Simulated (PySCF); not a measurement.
## Correlation energy of O²⁺ (oxygen, charge +2)

[He] 2s1 2p3, high-spin 5S determinant (an excited configuration). All numbers are calculated (PySCF 2.14, the non-relativistic Hamiltonian (point nucleus), in aug-cc-pwCVDZ). Frozen: 1s2; 4 electrons correlated.

```tsv
level	correlation energy (mhartree)
CCSD	-22.25
(T)	-0.07
CCSD(T)	-22.32
CCSDT	-22.33
```

Diagnostics: T1 = 0.0017, D1 = 0.0028, largest double amplitude 0.015.

Is a single reference adequate?

Yes: T1 lies below 0.03 and no double amplitude reaches 0.07.
